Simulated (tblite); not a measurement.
C7H11FSi.
Z-matrix (Å and degrees, GFN2-xTB geometry), rows numbered from 1:
```
C 
C   1  1.5309
C   2  1.5310  1  110.84
C   2  1.5031  1  110.62  3  -123.09
C   4  1.3447  2  124.35  1  -118.40
Si  5  1.8782  4  111.22  2  -179.92
C   6  1.9001  5   86.98  4    -0.02
F   7  1.3506  6  126.46  5  -180.00
C   7  1.3350  6  111.52  5    -0.02
H   1  1.0879  2  110.16  3   -61.63
H   1  1.0872  2  110.94  3    58.30
H   1  1.0880  2  110.37  3   178.46
H   2  1.0961  1  108.35  3   118.81
H   3  1.0874  2  110.93  1   -58.44
H   3  1.0881  2  110.33  1  -178.59
H   3  1.0880  2  110.13  1    61.51
H   5  1.0776  4  121.25  2     0.05
H   6  1.4614  5  115.03  4   112.70
H   6  1.4614  5  115.06  4  -112.79
H   9  1.0784  4  121.49  2    -0.07
```

Calculated harmonic vibrations of the isolated species, GFN2-xTB (tblite), most abundant isotopes, no scaling. Errors from tens to a few hundred cm⁻¹ against measured bands are possible. Modes of hydrogen on silicon can be 10 to 20 % off. One conformer, not necessarily the lowest.

Harmonic wavenumbers (cm⁻¹): 49.3, 99.2, 171.6, 184.6, 194.6, 219.9, 283.4, 288.7, 307.1, 325.2, 420.2, 474.9, 484.0, 535.7, 549.6, 624.8, 627.8, 637.5, 752.2, 781.2, 819.4, 864.4, 883.3, 946.6, 959.1, 985.9, 1042.5, 1128.3, 1131.0, 1148.4, 1182.1, 1229.4, 1310.5, 1316.9, 1338.5, 1403.1, 1417.6, 1494.1, 1495.7, 1503.1, 1505.6, 1570.5, 1634.6, 2274.6, 2276.5, 2928.1, 3026.4, 3030.9, 3031.2, 3033.8, 3040.1, 3042.6, 3093.0, 3094.7.

A = 2294, B = 860.0, C = 728.4 MHz; mass 142.061 u (most abundant isotopes); point group Cs, symmetry number 1.

Question: What is the zero-point energy?

Answer: Half the sum of the wavenumbers: 34097 cm⁻¹ = 97.49 kcal/mol.

Question: Give the ideal-gas entropy at 298.15 K and 1 bar in the rigid-rotor, harmonic-oscillator model (classical rotation).

Answer: Translation 40.79, rotation 29.79, vibration 29.25: S = 99.8 cal/(mol K).

Question: And Cp and H(298.15 K) − H(0)?

Answer: Cp = 42.08 cal/(mol K), of which vibrations give 34.13 (their classical limit is 54 R = 107.3); H(298.15 K) − H(0) = 7.28 kcal/mol without the zero-point energy, 4.91 from vibrations.

Question: How do the functions run with temperature in this model?

Answer: 
```tsv
T (K)	S (cal/(mol K))	Cp (cal/(mol K))	H − H(0) (kcal/mol)	G − H(0) (kcal/mol)	ln q(vib)
100	68.7	18.4	1.22	-5.65	1.28
200	85.4	30.8	3.70	-13.38	3.75
300	100.1	42.3	7.36	-22.67	6.48
500	126.4	61.5	17.84	-45.38	12.08
800	159.7	79.9	39.29	-88.47	20.18
1000	178.4	87.8	56.09	-122.33	25.20
```

q(vib) and H(0) count from the zero-point level.

Question: What must be added to the electronic energy to get the Gibbs energy at 298.15 K and 1 bar?

Answer: ZPE + [H(298.15 K) − H(0)] − T·S = 97.49 + 7.28 − 29.76 = 75.01 kcal/mol.

Question: Blend soft modes into free rotors: weight 1/[1 + (100 cm⁻¹/ν̃)⁴] for the oscillator and the rest for a rotor with moment μB/(μ + B), μ = h/(8π²ν), B = 10⁻⁴⁴ kg m². What vibrational entropy results?

Answer: 27.74 cal/(mol K) in place of 29.25, which changes −T·S at 298.15 K by +0.45 kcal/mol.

Hindered rotation and anharmonicity are outside this model. Other conformers, if any are populated, would add a mixing term that is left out.

Time: 1.4 s. Hardware: one thread of an Arm Neoverse N1, no GPU, shared host with 64 logical CPUs at a one-minute load of 48. This covers the Hessian and the dipole derivatives.
